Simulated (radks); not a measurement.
All-electron atom: the nitrogen ion N+ in [He] 2s2 2p2. Method: non-relativistic Kohn-Sham, r2SCAN, spin-unpolarised, spherical densities, point nucleus; meta-GGA in the generalised Kohn-Sham scheme; computed with a radial shooting solver on a logarithmic mesh with Libxc functionals.

Normalised radial functions P(r) = r R(r), r in bohr:

r,1s,2s,2p
0.00719,0.2403,0.0580,0.0006
0.008852,0.2924,0.0705,0.0009
0.0109,0.3549,0.0856,0.0013
0.01331,0.4262,0.1028,0.0019
0.01639,0.5136,0.1238,0.0029
0.02018,0.6159,0.1483,0.0043
0.02484,0.7340,0.1766,0.0064
0.03035,0.8628,0.2073,0.0094
0.03736,1.0117,0.2425,0.0140
0.046,1.1732,0.2801,0.0205
0.05664,1.3419,0.3184,0.0300
0.06973,1.5095,0.3548,0.0436
0.08517,1.6581,0.3840,0.0618
0.1049,1.7843,0.4030,0.0879
0.1291,1.8632,0.4033,0.1233
0.159,1.8757,0.3766,0.1702
0.1942,1.8103,0.3175,0.2280
0.239,1.6552,0.2147,0.3022
0.2943,1.4177,0.0672,0.3900
0.3624,1.1217,-0.1217,0.4891
0.4461,0.8053,-0.3417,0.5964
0.5449,0.5245,-0.5590,0.6966
0.6709,0.2941,-0.7564,0.7834
0.826,0.1417,-0.8887,0.8370
1.017,0.0558,-0.9270,0.8405
1.242,0.0181,-0.8661,0.7887
1.529,0.0042,-0.7176,0.6805
1.883,0.0007,-0.5216,0.5328
2.318,0.0001,-0.3263,0.3716
2.854,0.0000,-0.1706,0.2260
3.486,0.0000,-0.0744,0.1204
4.293,0.0000,-0.0244,0.0517

1s: eigenvalue -406.41 eV, 0 radial nodes, <r> = 0.229 bohr, 90 % of the charge inside 0.410 bohr. 2s: eigenvalue -33.453 eV, 1 radial node at r = 0.319 bohr, <r> = 1.25 bohr, 90 % of the charge inside 1.97 bohr. 2p: eigenvalue -20.672 eV, 0 radial nodes, <r> = 1.28 bohr, 90 % of the charge inside 2.15 bohr.
